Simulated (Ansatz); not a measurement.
`C[SiH2]B(C)C` + `CBO` → `CB(C)O` + `CB[SiH2]C`  (redistribution)

Gas-phase electronic energies from Ansatz, PBE0-D4/def2-TZVP geometries. CBS: MP2 limit from def2 TZ/QZ plus the TZ coupled-cluster correction, frozen cores. Functionals use def2-TZVPP. One conformer a species, not always the lowest.

```csv
level,ΔE (kJ/mol)
ωB97X-V,3.6
CCSD/def2-TZVPP,2.4
HF/CBS(def2),-0.5
MP2/CBS(def2),5.6
```

(1) What does CCSD(T)/CBS give? (Best estimate.)

Largest T1 diagnostic among the species: 0.012.

Answers

(1) Ansatz gave: +3.9 kJ/mol. The listed levels differ from it by -0.3, -1.5, -4.4, 1.7 kJ/mol.

In def2-TZVPP, CCSD(T) changes the Hartree–Fock value by +4.0 kJ/mol (the triples alone add +1.0 kJ/mol) and MP2 by +5.7 kJ/mol.
